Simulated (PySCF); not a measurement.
A structure optimised at PBE-D3(BJ)/def2-SVP, used in a PySCF frequency run:

```xyz
10

Se     0.1357     0.2030     0.9158
Si     1.6844     1.0843    -0.5450
H      2.7879     0.1006    -0.8074
H      2.2215     2.3046     0.1527
H      1.0265     1.4627    -1.8416
O     -0.3321    -1.2011    -0.2246
Si    -1.7841    -0.9680    -1.0841
H     -2.9567    -0.8117    -0.1541
H     -1.9352    -2.2169    -1.9034
H     -1.7036     0.2396    -1.9798
```

Problem. Write its SMILES and formula.

Solution. [SiH3]O[Se][SiH3], H6OSeSi2

Problem. What are its rotational constants (standard atomic weights)?

Solution. 4.2013, 1.5959, 1.2607 GHz
